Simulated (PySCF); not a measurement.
C2H5FOSi.
Atom-mapped SMILES: `[CH3:1][C:2](=[O:3])[SiH2:4][F:5]` (hydrogens: H6, H7, H8 on C1; H9, H10 on Si4)

Structure used (PBE0-D3(BJ)/def2-SVP), in Å, numbered top down from 1:
```
atom  x, y, z in Å
C1    -1.4832    0.0900    0.1492
C2    -0.2386   -0.0618   -0.6735
O3    -0.2468   -0.1933   -1.8786
Si4    1.5125   -0.0660    0.1218
F5     1.3971    0.1585    1.7324
H6    -1.5268   -0.7044    0.9125
H7    -2.3737    0.0510   -0.4936
H8    -1.4516    1.0446    0.7001
H9     2.1507   -1.3852   -0.1340
H10    2.3085    1.0464   -0.4611
```

Level of theory: PySCF 2.14.0, PBE0-D3(BJ)/def2-SVP geometry optimisation, gas phase.

Take the most abundant isotopes and a rigid rotor. The values belong to one conformer with, in the numbering `[CH3:1][C:2](=[O:3])[SiH2:4][F:5]`, C1–C2–Si4–F5 -2°.

Question: Give the principal moments of inertia and the rotational constants in MHz.

Answer: Ia = 75.64, Ib = 185.23, Ic = 251.62 u·Å²; 505379 MHz·u·Å²/I gives A = 6681, B = 2728, C = 2008 MHz.

Question: Classify the top.

Answer: An asymmetric top: κ = (2 × 2728 − 6681 − 2008)/(6681 − 2008) = -0.69.

Question: What does the inertial defect say?

Answer: Not planar: Δ = Ic − Ia − Ib = -9.25 u·Å². For a rigid frame Δ = −2 Σ m c², so Σ m c² = 4.62 u·Å² lies off the ab plane: 4.61 from hydrogen and 0.01 from heavier atoms. The atom farthest from that plane is 1.26 Å away.

Question: Give the other two planar moments, Paa and Pbb, and the rms extents of the mass along the axes.

Answer: Paa = Σ m a² = (Ib + Ic − Ia)/2 = 180.61 and Pbb = Σ m b² = (Ia + Ic − Ib)/2 = 71.02 u·Å². With the mass M = 92.01 u, the rms extents √(P/M) along a, b and c are 1.40, 0.88, 0.22 Å.

Question: Where do the levels up to J = 5 lie, in K?

Answer: Above 0(0,0), as E/k:
J = 1: 1(0,1) 0.227, 1(1,1) 0.417, 1(1,0) 0.452
J = 2: 2(0,2) 0.678, 2(1,2) 0.837, 2(1,1) 0.941, 2(2,1) 1.510, 2(2,0) 1.514
J = 3: 3(0,3) 1.343, 3(1,3) 1.465, 3(1,2) 1.672, 3(2,2) 2.192, 3(2,1) 2.213, 3(3,1) 3.229, 3(3,0) 3.230
J = 4: 4(0,4) 2.213, 4(1,4) 2.297, 4(1,3) 2.640, 4(2,3) 3.098, 4(2,2) 3.159, 4(3,2) 4.146, 4(3,1) 4.149, 4(4,1) 5.588, 4(4,0) 5.589
J = 5: 5(0,5) 3.278, 5(1,5) 3.332, 5(1,4) 3.841, 5(2,4) 4.225, 5(2,3) 4.357, 5(3,3) 5.295, 5(3,2) 5.304, 5(4,2) 6.735, 5(4,1) 6.735, 5(5,1) 8.589, 5(5,0) 8.589
The levels of one J sum to (2J + 1)J(J + 1)(A + B + C)/3.

Question: Which types of transition are allowed, and where do some lines up to J = 3 fall?

Answer: The dipole components are |μa| = 0.38 D, |μb| = 1.10 D, |μc| = 0.04 D. The squared components, which scale the intensities, stand as 0.12 : 1.00 : 0.00 (a : b : c). Some lines, for components of 0.1 D or more:

| type | branch | J(Ka,Kc) | MHz | lower level (cm⁻¹) |
| --- | --- | --- | --- | --- |
| a | Q | 1(1,0) ← 1(1,1) | 720 | 0.290 |
| b | R | 3(1,2) ← 2(2,1) | 3371 | 1.049 |
| b | Q | 1(1,0) ← 1(0,1) | 4673 | 0.158 |
| a | R | 1(0,1) ← 0(0,0) | 4737 | 0.000 |
| b | R | 1(1,1) ← 0(0,0) | 8690 | 0.000 |
| a | R | 2(1,2) ← 1(1,1) | 8754 | 0.290 |
| b | R | 3(0,3) ← 2(1,2) | 10538 | 0.582 |
| b | Q | 3(2,1) ← 3(1,2) | 11279 | 1.162 |
| b | Q | 2(2,0) ← 2(1,1) | 11949 | 0.654 |
| a | R | 3(1,3) ← 2(1,2) | 13078 | 0.582 |
| a | R | 3(0,3) ← 2(0,2) | 13861 | 0.471 |
| b | Q | 2(2,1) ← 2(1,2) | 14019 | 0.582 |
| a | R | 3(2,1) ← 2(2,0) | 14560 | 1.052 |
| b | Q | 3(2,2) ← 3(1,3) | 15151 | 1.018 |
| a | R | 3(1,2) ← 2(1,1) | 15230 | 0.654 |
| b | R | 3(1,3) ← 2(0,2) | 16400 | 0.471 |
| b | Q | 3(3,1) ← 3(2,2) | 21618 | 1.523 |
| b | R | 2(2,1) ← 1(1,0) | 22053 | 0.314 |
| b | R | 3(2,1) ← 2(1,2) | 28668 | 0.582 |
| b | R | 3(3,1) ← 2(2,0) | 35738 | 1.052 |

No frequency check. No vibrational averaging or centrifugal distortion is included, and the geometry carries the error of its method. A rigid rotor knows nothing of internal rotation, which can split or shift real lines.
